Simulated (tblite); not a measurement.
Run record: tight-binding relaxation, `CB(C)/C=C/[O-]`.

Computed with GFN2-xTB geometry optimisation, gas phase (tblite 0.8.0). Start geometry: from a force field or distance geometry. The input is one job of a driver script: a line of settings, then coordinates in Å.

Input:
```
{"job": {"kind": "relax", "xc": "GFN2-xTB", "basis": "xTB"}, "charge": -1, "multiplicity": 1}
C     -1.139500    -1.299800    -0.048500
B     -0.323500     0.056800    -0.028500
C     -1.057800     1.434200     0.107200
C      1.188500     0.048300     0.364400
C      2.133000    -0.324300    -0.490300
O      3.445300    -0.284800    -0.006300
H     -1.831900    -1.245300     0.803700
H     -0.431000    -2.109700     0.080500
H     -1.675200    -1.299600    -1.023400
H     -1.466100     1.683300    -0.911000
H     -1.867300     1.399500     0.859300
H     -0.375200     2.229600     0.390000
H      1.486200     0.337600     1.394400
H      1.913700    -0.626300    -1.513500
```

Output:
```
step      E/eV     max force
  0    -491.14111    6.564
  1    -491.76293    2.412
  2    -491.89459    1.014
  3    -492.00514    1.302
  4    -492.08448    1.144
  5    -492.13257    0.738
  6    -492.17049    0.548
  7    -492.20768    0.623
  8    -492.23224    0.560
  9    -492.25053    0.391
... (41 lines left out)
 51    -492.90460    0.036
 52    -492.90473    0.028
 53    -492.90480    0.026
 54    -492.90488    0.030
 55    -492.90495    0.023
 56    -492.90499    0.019
 57    -492.90502    0.018
 58    -492.90505    0.021
 59    -492.90508    0.017
 60    -492.90510    0.008
```

«max force» is the largest atomic force in eV/Å.

Task: From which step on does the largest force stay under 0.1 eV/Å, and how much energy is left to gain from there?

Result: From step 41 (0.089 eV/Å), 5.4 meV above the end.

In short: energy lowered by 40.7 kcal/mol over 60 steps; largest atomic force 0.008 eV/Å at the end.

Task: Where do the atoms end?

Result: 0.655 Å rms from the input after alignment:
```
atom  x, y, z in Å
C1    -1.0056   -1.1773   -0.2980
B2    -0.2232    0.1832    0.0655
C3    -1.1876    1.4408    0.3832
C4     1.2466    0.3370    0.0935
C5     2.2074   -0.6380   -0.1794
O6     3.4488   -0.5292   -0.1700
H7    -1.7617   -1.4213    0.4527
H8    -0.3507   -2.0419   -0.3878
H9    -1.5367   -1.0790   -1.2482
H10   -1.6987    1.7784   -0.5222
H11   -1.9715    1.1897    1.1022
H12   -0.6474    2.3004    0.7811
H13    1.6867    1.3051    0.3458
H14    1.7930   -1.6483   -0.4405
```

Hardware: one thread of an Intel Xeon 6975P-C, shared host. Cost: 0.17 s.
Labels such as C1 count atoms from 1, the log's own numbers from 0.
